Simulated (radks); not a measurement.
Task: Cu, 29 electrons, occupied as [Ar] 3d10 4s1. Method: scalar-relativistic Kohn-Sham, PBE, spin-polarised, spherical densities, finite nucleus; open shells are filled with parallel spins first; Fermi nuclear charge, rms radius 3.8823 fm; computed with a radial shooting solver on a logarithmic mesh with Libxc functionals. Some entries of the table are withheld. Estimate them.

orbital,occ.,eigenvalue (hartree),r(max) (bohr),<1/r> (bohr^-1)
1s up,1,-325.2695,0.03411,29.16
1s down,1,-325.2684,0.03411,29.16
2s down,1,-39.04328,0.1966,6.328
2s up,1,-39.04189,0.1966,6.328
2p down,3,-33.69637,0.1582,6.210
2p up,3,-33.69554,0.1582,6.210
3s down,1,-4.21386,0.6133,1.997
3s up,1,-4.21213,0.6133,1.996
3p down,3,-2.64948,0.6195,1.843
3p up,3,-2.64845,0.6195,1.841
3d up,5,(1),0.6033,1.358
4s up,1,-0.18391,2.277,0.4474
3d down,5,(2),0.6022,1.379
4s down,0,-0.14917,2.266,0.4453

Result: 
(1) 3d up eigenvalue (hartree): -0.18588
(2) 3d down eigenvalue (hartree): -0.17985
